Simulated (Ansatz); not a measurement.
Relaxation of CH₅AlBP (9 atoms, charge 0, multiplicity 1), to a largest force component of 0.015 eV/Å in at most 40 steps.

Computed with RKS PBE/def2-SVP in Ansatz 0.2.0.

```xyz
9
Properties=species:S:1:pos:R:3
P -0.243 2.409 -1.087
Al 0.160 0.399 -0.092
B -0.251 -1.293 1.119
C 1.052 -1.155 0.348
H -0.440 1.869 -2.441
H -1.708 2.416 -0.783
H -1.022 -1.942 1.822
H 1.940 -0.997 1.030
H 1.259 -1.905 -0.511
```

Task: Where does it end, and by what steps?

Result: It converged. The force dipped under the threshold on the way, but the program's further checks kept it going. After 20 steps the energy has fallen by 1.663 eV; H8 moved furthest, 1.53 Å.

```json
{"step": "0", "energy less start (eV)": "0.0000", "largest force component (eV/Å)": "2.597", "accepted": "yes"}
{"step": "1", "energy less start (eV)": "-0.5468", "largest force component (eV/Å)": "1.397", "accepted": "yes"}
{"step": "2", "energy less start (eV)": "-0.7763", "largest force component (eV/Å)": "0.935", "accepted": "yes"}
{"step": "3", "energy less start (eV)": "-0.9453", "largest force component (eV/Å)": "0.837", "accepted": "yes"}
{"step": "4", "energy less start (eV)": "-1.1307", "largest force component (eV/Å)": "1.051", "accepted": "yes"}
{"step": "5", "energy less start (eV)": "-1.3085", "largest force component (eV/Å)": "0.956", "accepted": "yes"}
{"step": "6", "energy less start (eV)": "-1.4325", "largest force component (eV/Å)": "0.881", "accepted": "yes"}
{"step": "7", "energy less start (eV)": "-1.5102", "largest force component (eV/Å)": "0.537", "accepted": "yes"}
{"step": "8", "energy less start (eV)": "-1.5896", "largest force component (eV/Å)": "0.593", "accepted": "yes"}
{"step": "9", "energy less start (eV)": "-1.6199", "largest force component (eV/Å)": "0.744", "accepted": "yes"}
{"step": "10", "energy less start (eV)": "-1.6491", "largest force component (eV/Å)": "0.278", "accepted": "yes"}
{"step": "11", "energy less start (eV)": "-1.6463", "largest force component (eV/Å)": "0.521", "accepted": "no"}
{"step": "12", "energy less start (eV)": "-1.6434", "largest force component (eV/Å)": "0.259", "accepted": "no"}
{"step": "13", "energy less start (eV)": "-1.6587", "largest force component (eV/Å)": "0.043", "accepted": "yes"}
{"step": "14", "energy less start (eV)": "-1.6590", "largest force component (eV/Å)": "0.085", "accepted": "yes"}
{"step": "15", "energy less start (eV)": "-1.6596", "largest force component (eV/Å)": "0.104", "accepted": "yes"}
{"step": "16", "energy less start (eV)": "-1.6628", "largest force component (eV/Å)": "0.021", "accepted": "yes"}
{"step": "17", "energy less start (eV)": "-1.6628", "largest force component (eV/Å)": "0.052", "accepted": "no"}
{"step": "18", "energy less start (eV)": "-1.6630", "largest force component (eV/Å)": "0.006", "accepted": "yes"}
{"step": "19", "energy less start (eV)": "-1.6632", "largest force component (eV/Å)": "0.011", "accepted": "yes"}
{"step": "20", "energy less start (eV)": "-1.6633", "largest force component (eV/Å)": "0.014", "accepted": "yes"}
```

```xyz
9
Properties=species:S:1:pos:R:3
P 0.078 2.248 -1.042
Al -0.560 0.352 0.225
B -0.330 -1.416 1.095
C 0.930 -1.231 0.352
H -0.412 1.617 -2.247
H -1.196 2.876 -0.778
H -0.804 -2.327 1.727
H 1.313 -0.322 -0.194
H 1.728 -1.996 0.266
```

Whether the end is a true minimum wasn't checked by a vibrational analysis.

The run took 33 s on 1 thread of Intel(R) Xeon(R) 6975P-C (Granite Rapids), on a shared host, peak memory 0.16 GiB.
